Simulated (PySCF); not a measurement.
From one molecule to another.

First species: C2H9FSSi2.
SMILES with atom numbers: `[CH3:1][CH2:2][Si@@H:3]([F:4])[S:5][SiH3:6]` (hydrogens: H7, H8, H9 on C1; H10, H11 on C2; H12 on Si3; H13, H14, H15 on Si6)

Second species: CH8F2Si3.
SMILES: `F[SiH](F)C[SiH2][SiH3]`

Levels: PBE0/def2-SVPD for dipole moment, HOMO energy, LUMO energy, HOMO–LUMO gap, static isotropic polarisability and electronic spatial extent ⟨r²⟩ about the centre of nuclear charge; TDDFT PBE0/def2-SVPD for lowest singlet excitation; TDA PBE0/def2-SVPD for lowest triplet excitation (Tamm–Dancoff); GFN2-xTB for rotational constant A and rotational constant C. Geometries: GFN2-xTB. Each species is one conformer at its optimised geometry, gas phase, non-relativistic unless stated; the electronic structure was computed with PySCF and density fitting.

Dipoles, sizes and rotational constants follow the conformer. The torsions of the flexible species, by atom-mapped SMILES:
- `[CH3:1][CH2:2][Si@@H:3]([F:4])[S:5][SiH3:6]`: C1–C2–Si3–F4 64°, C2–Si3–S5–Si6 -164°
- `[F:1][SiH:2]([F:3])[CH2:4][SiH2:5][SiH3:6]`: F1–Si2–C4–Si5 71°, Si2–C4–Si5–Si6 -62°

Values for the first species:

```
Dipole moment                                                     : 1.00 D
HOMO energy                                                       : -7.48 eV
LUMO energy                                                       : -0.13 eV
HOMO–LUMO gap                                                     : 7.35 eV
Lowest singlet excitation                                         : 6.02 eV
Lowest triplet excitation (Tamm–Dancoff)                          : 5.66 eV
Static isotropic polarisability                                   : 98.7 au
Electronic spatial extent ⟨r²⟩ about the centre of nuclear charge : 1480 bohr²
Rotational constant A                                             : 4.280 GHz
Rotational constant C                                             : 0.789 GHz
```

Problem. Estimate the same properties for the second species, and the change in each.

Solution. 
```csv
property,first,second,second less first
dipole moment,1.00 D,2.50 D,+1.50 D
HOMO energy,-7.48 eV,-8.63 eV,-1.15 eV
LUMO energy,-0.13 eV,-0.28 eV,-0.15 eV
HOMO–LUMO gap,7.35 eV,8.35 eV,+1.00 eV
lowest singlet excitation,6.02 eV,7.16 eV,+1.14 eV
lowest triplet excitation (Tamm–Dancoff),5.66 eV,6.26 eV,+0.60 eV
static isotropic polarisability,98.7 au,92.8 au,-5.9 au
electronic spatial extent ⟨r²⟩ about the centre of nuclear charge,1480 bohr²,1321 bohr²,-159 bohr²
rotational constant A,4.280 GHz,2.503 GHz,-1.777 GHz
rotational constant C,0.789 GHz,0.929 GHz,+0.140 GHz
```

On the first: The vertical singlet–triplet gap S1 − T1 is 0.36 eV (TDDFT singlet less Tamm–Dancoff triplet; S1: HOMO→LUMO, weight 0.97; T1: HOMO→LUMO, weight 0.96). No computed singlet falls in the visible range (750 to 380 nm, 1.65 to 3.26 eV); S1 lies 2.76 eV above its blue end.

On the second: The dipole equals about 8.3 × 10⁻³⁰ C·m (1 D = 3.33564 × 10⁻³⁰ C·m). A dipole of 2.50 D is allowed in C1, and pure rotational transitions are dipole-allowed. GFN2-xTB frequencies show an imaginary mode (40i cm⁻¹), so this geometry is no minimum at that level.
